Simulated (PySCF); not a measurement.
## Antimony: a sound run and one with changed settings

Sound run: Sb [Kr] 4d10 5s2 5p3, Sb⁺ [Kr] 4d10 5s2 5p2. All numbers are calculated (PySCF 2.14, a scalar-relativistic core potential, in aug-cc-pVDZ-PP with ECP28MDF). The sound run starts from symmetry-adapted Hartree-Fock orbitals and uses a fine grid where one is needed.

Changed run: basis STO-3G, all-electron and non-relativistic. This setting is unsound on purpose.

```
species  method  sound run (hartree)  changed run (hartree)  converged
     Sb     UHF           -239.27321            -6251.36246        yes
     Sb  r2SCAN           -240.30486            -6253.55728        yes
     Sb   M06-L           -240.35950            -6253.50409        yes
    Sb⁺     UHF           -238.95724            -6251.13175        yes
    Sb⁺  r2SCAN           -239.96751            -6253.29654        yes
    Sb⁺   M06-L           -240.03938            -6253.23718        yes
```

Ionisation energy of Sb:

```
method  sound run (eV)  changed run (eV)
   UHF           8.598             6.278
r2SCAN           9.180             7.095
 M06-L           8.711             7.263
```

A minimal basis cannot let orbitals breathe on ionisation and holds almost no correlation. The Hamiltonian changed with the basis, so the totals do not compare.

For comparison, NIST gives 8.608 eV between the lowest levels.
